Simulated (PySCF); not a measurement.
SMILES OB(O)[O][GeH3], PBE0/def2-SVP optimised geometry.

```
10

Ge     1.27    -1.31    -0.01
O      0.28     0.19     0.00
B     -1.08     0.19     0.00
O     -1.78     1.36     0.00
O     -1.76    -1.00     0.00
H      0.96    -2.12     1.26
H      0.96    -2.11    -1.28
H      2.71    -0.79     0.00
H     -1.19     2.12     0.00
H     -2.71    -0.87     0.00
```

Density from PBE0/def2-TZVP in PySCF at that geometry.

Minimum of the electron density along straight lines between bonded atoms, close to the bond critical point (lines longer than 1.1 times the sum of covalent radii, or with two minima, are not listed):

```
bond    length / Å  ρ at the minimum / e bohr⁻³  ∇²ρ there / e bohr⁻⁵  position (fraction from the first atom)
------  ----------  ---------------------------  --------------------  ---------------------------------------
Ge1–O2       1.796                        0.136                   [?]                                     0.47
O2–B3        1.361                        0.210                  0.90                                     0.67
B3–O4        1.366                        0.210                  0.89                                     0.33
B3–O5        1.367                        0.209                  0.88                                     0.33
Ge1–H6       1.537                        0.136                  0.05                                     0.59
Ge1–H7       1.537                        0.136                  0.05                                     0.59
Ge1–H8       1.536                        0.136                  0.05                                     0.59
O4–H9        0.962                        0.358                 -2.47                                     0.81
O5–H10       0.962                        0.359                 -2.47                                     0.81
```

Task: Some entries are withheld; supply them.

Result: 
- Ge1–O2, ∇²ρ there / e bohr⁻⁵: 0.61
